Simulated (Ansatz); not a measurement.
`O[SiH](F)[SeH]` + `N[Si](O)(F)F` → `O[SiH](F)N[Si](O)(F)F` + H₂Se  (ligand exchange at the Si–Se bond)

Calculated with Ansatz (gas phase, PBE0-D4/def2-TZVP geometries, no zero-point term in ΔE). CCSD(T)/CBS adds triple-zeta CCSD(T) − MP2 to the extrapolated MP2 energy (def2 sets, frozen cores). Functionals use def2-TZVPP. B3LYP here is the variant with VWN-RPA as its local correlation; programs differ in this. For Se outer-core shells are correlated without core-valence functions, which leaves a few kJ/mol of doubt a bond. Scalar relativity is left out up to krypton. Each species was taken in one conformer, which may not be the lowest.

`O[SiH](F)[SeH]`:

Z-matrix (Å, degrees):
```
Si
F 1 1.593
Se 1 2.267 2 103.3
O 1 1.626 2 111.6 3 121.4
H 1 1.471 2 108.6 3 -122.2
H 3 1.470 1 91.2 2 177.2
H 4 0.960 1 118.0 2 -73.2
```

`N[Si](O)(F)F`:

Z-matrix (Å, degrees):
```
Si
O 1 1.619
F 1 1.581 2 104.1
N 1 1.686 2 112.4 3 125.7
F 1 1.584 2 112.9 3 -114.3
H 2 0.958 1 117.2 3 -175.6
H 4 1.006 1 121.2 2 -53.5
H 4 1.006 1 120.5 2 156.7
```

`O[SiH](F)N[Si](O)(F)F`:

```xyz
12

O     0.975   -1.871    1.571
Si   -0.119   -0.780    1.066
F    -0.011    0.592    1.886
N     0.286   -0.437   -0.553
Si   -0.113    0.926   -1.486
O    -0.807    2.065   -0.578
F     1.189    1.432   -2.228
F    -1.132    0.593   -2.643
H     0.784   -2.390    2.353
H    -1.499   -1.244    1.301
H     0.894   -1.122   -0.984
H    -0.447    2.235    0.295
```

H₂Se:

Z-matrix (Å, degrees):
```
Se
H 1 1.467
H 1 1.467 2 91.2
```

**Question.** Is it downhill or uphill in electronic energy at CCSD(T)/CBS, and by how much? (Estimate.)

**Answer.** The calculation gave: Downhill: ΔE = -15.8 kJ/mol.

**Question.** What do these levels give: ωB97M-V, PBE, r2SCAN, B3LYP, MP2/def2-TZVPP, CCSD/CBS(def2)? (Best estimate.)

**Answer.** Ansatz gave: ωB97M-V -18.4, PBE -3.2, r2SCAN -13.7, B3LYP -13.5, MP2/def2-TZVPP -16.2, CCSD/CBS(def2) -16.8 kJ/mol.

Largest T1 diagnostic among the species: 0.012.

The D4 term adds −5.8 kJ/mol with B3LYP and −3.6 kJ/mol with PBE0; it sums over pairs of atoms, weighted by their polarisabilities, and B3LYP, whose exchange is more repulsive, gets the larger term. From PBE to PBE0 (25 % exact exchange), in def2-TZVPP and without D4, ΔE moves by −4.2 kJ/mol.
